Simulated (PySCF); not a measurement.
# Removing an electron from `CC(C)O[C@@H](C)[C@@H](F)Cl`

Compound: C6H12ClFO.
Structure used (PBE0-D3(BJ)/def2-SVP), in Å, numbered top down from 1:
```xyz
21
C6H12ClFO angstrom
C     -2.281    0.542   -0.785
C     -1.241    0.083    0.214
C     -1.620   -1.216    0.907
O     -0.026   -0.084   -0.507
C      1.165    0.045    0.219
C      2.151   -0.989   -0.282
C      1.663    1.474    0.028
F      0.722    2.354    0.448
Cl     3.163    1.769    0.949
H     -2.404   -0.210   -1.580
H     -3.255    0.694   -0.297
H     -1.968    1.488   -1.250
H     -1.105    0.876    0.971
H     -0.837   -1.536    1.612
H     -1.759   -2.015    0.163
H     -2.554   -1.100    1.476
H      0.992   -0.092    1.304
H      2.324   -0.854   -1.361
H      1.727   -1.991   -0.133
H      3.112   -0.921    0.244
H      1.883    1.679   -1.031
```

Level: CAM-B3LYP/def2-SVPD (PySCF). Frontier orbitals with their largest atomic shares (Löwdin; up to four atoms above 4 %):

| orbital | ε (eV) | main atoms |
| --- | --- | --- |
| HOMO−3 | -10.67 | Cl9 72 %, C7 5 %, F8 5 %, O4 5 % |
| HOMO−2 | -10.57 | O4 23 %, Cl9 20 %, C2 13 %, H13 8 % |
| HOMO−1 | -10.35 | Cl9 55 %, O4 14 %, C7 8 %, C2 4 % |
| HOMO | -9.11 | ? |
| LUMO | 1.27 | Cl9 20 %, C3 12 %, C7 8 %, C1 7 % |
| LUMO+1 | 1.43 | Cl9 53 %, C7 11 %, C6 7 % |
| LUMO+2 | 1.69 | Cl9 22 %, H21 16 %, C7 9 %, O4 8 % |

Q: What vertical ionisation energy does ΔSCF give, and how far is −ε(HOMO) from it?

A: ΔSCF: 9.73 eV (939 kJ/mol; threshold wavelength 127 nm); ⟨S²⟩ of the doublet left behind is 0.755, against 0.75 for a pure doublet. −ε(HOMO) is 9.11 eV, 0.62 eV below it. For the exact functional −ε(HOMO) would equal the first vertical ionisation energy; CAM-B3LYP (range-separated hybrid) falls short of its own ΔSCF value by 6 %.

Q: On which atoms does the HOMO lie?

A: O4 (ether oxygen) 49 %, C2 (sp3 carbon bound to oxygen) 8 %, C3 (methyl carbon) 8 %, Cl9 (chlorine on a fluorinated carbon) 7 %. The HOMO−1 lies 1.24 eV lower.

Q: What total energies stand behind the ΔSCF value?

A: E(N) = -870.54157 Eh and E(N − 1) = -870.18404 Eh at the same geometry, 0.35753 Eh apart.

Q: Shift the occupied levels rigidly so that −ε(HOMO) equals the ΔSCF value. What binding energies result?

A: The shift is +0.62 eV: HOMO 9.73, HOMO−1 10.97, HOMO−2 11.19, HOMO−3 11.29 eV. A rigid shift is only a rough guide to the deeper ionisations.

Q: With α = 93.9 au, estimate the like-pair dispersion coefficient by London's formula C6 = (3/4)α²I.

A: I = 0.3575 Eh, so C6 ≈ 2360 au, a rough estimate.

Q: How many of the 10 lowest singlet excitations (vertical TDDFT, same level) lie below the ionisation energy?

A: All 10; they run from 7.30 to 9.07 eV.

Geometry: PBE0-D3(BJ)/def2-SVP, one conformer, isolated molecule.
